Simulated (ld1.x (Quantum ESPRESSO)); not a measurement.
**Pseudopotential generation for Cu: PAW, PBEsol, scalar-relativistic.**

| Quantity | Value |
| --- | --- |
| Element | Cu (Z = 29) |
| Generator | ld1.x (Quantum ESPRESSO) 7.5 |
| Type | PAW |
| Functional | PBEsol |
| Relativity | scalar-relativistic |
| Frozen core | [Ar] |
| Valence charge | 11 |
| Reference configuration | 3d10 4s0 4p1 |
| Partial waves | 4s (bound, empty): rcut 1.95, rcutus 2.05 bohr; 4s channel at 4.2 Ry: rcut 1.95, rcutus 2.05 bohr; 4p (bound): rcut 2.20, rcutus 2.60 bohr; 4p channel at 0.3 Ry: rcut 2.20, rcutus 2.60 bohr; 3d (bound): rcut 0.85, rcutus 1.05 bohr; 3d channel at 0.15 Ry: rcut 0.85, rcutus 1.05 bohr |
| Local potential | all-electron potential smoothed inside 1.55 bohr (lloc = -2) |
| Core correction | Bessel-smoothed model core inside 0.80 bohr |
| Augmentation charge | BESSEL, radius 0.70 bohr |

* Cutoffs needed: 140 Ry and 200 Ry (the cutoffs (Ry, on a coarse ladder) from which the occupation-weighted sum of valence levels, in a spherical-Bessel basis at the reference potential, stays within 10 and 1 mRy of its value at 400 Ry)
* Ghost test: no extra level below or beside the all-electron valence levels (s, p, d, f tested) (spherical-Bessel basis up to 400 Ry, 20 bohr box)
* Largest excitation error: -1857 meV (all-electron minus pseudo) for 3d7 4s0 4p0, out of 7 test configurations
* Lowest eigenvalue of the overlap operator: 0.67 (p channel)
